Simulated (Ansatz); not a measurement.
Pulling on the Al1–Cl4 bond in AlClFH (SMILES [F][AlH][Cl]) (multiplicity 1 held, fragments rigid). Energies count from the point at 2.087 Å.
Geometry at that point (charge 0, multiplicity 1):
```xyz
4

Al    -0.5612     0.1772    -0.4707
H     -1.7558    -0.3699    -1.3032
F     -0.2159     1.7862    -0.4960
Cl     0.6468    -1.0594     0.6992
```

U- levels take the lowest unrestricted solution at each point, which mixes spins at long bonds. Active spaces are followed from a long bond inwards. Curves can end on different states.

Frozen-core correlation.

Run with Ansatz (a first-principles code). 

### Question
What energy at R = 6.679 Å does U-wB97X-V/cc-pV(T+d)Z give?

### Answer
121.9 kcal/mol

### Question
Predict the energy at R = 6.679 Å from U-SCS-MP2/cc-pV(T+d)Z.

### Answer
120.2 kcal/mol

### Question
Predict the energy at R = 6.679 Å from FIC-MRCISD+Q on CASSCF(6,4)/cc-pV(T+d)Z.

### Answer
118.1 kcal/mol

Doubts at one or more of the structures used: a spin-contaminated determinant (U-wB97X-V/cc-pV(T+d)Z, U-SCS-MP2/cc-pV(T+d)Z); active orbitals that take no part (FIC-MRCISD+Q on CASSCF(6,4)/cc-pV(T+d)Z).
